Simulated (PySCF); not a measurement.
C2H7MgNSe, SMILES C[N](C)[Mg][SeH].

Geometry: PBE-D3(BJ)/def2-SVP. Other conformers were not sampled.

Computed with IEF-PCM-ωB97X/def2-SVP (PySCF).

The values are the electrostatic part of the solvation free energy, E(continuum) − E(gas) at the gas-phase geometry, in a cavity of scaled van der Waals radii (PySCF's table); cavitation and dispersion terms are not included. A continuum can't describe solvent molecules that bind to the metal. In vacuum the orbital gap is 8.38 eV. The dipole moment in vacuum is 1.32 D.

```tsv
solvent	ε	ΔG(elec) (kcal/mol)	dipole (D)	gap (eV)
water	78.36	-11.9	1.91	8.83
N,N-dimethylformamide	37.22	-11.6	1.89	8.82
dimethylsulfoxide	46.83	-11.7	1.90	8.83
```
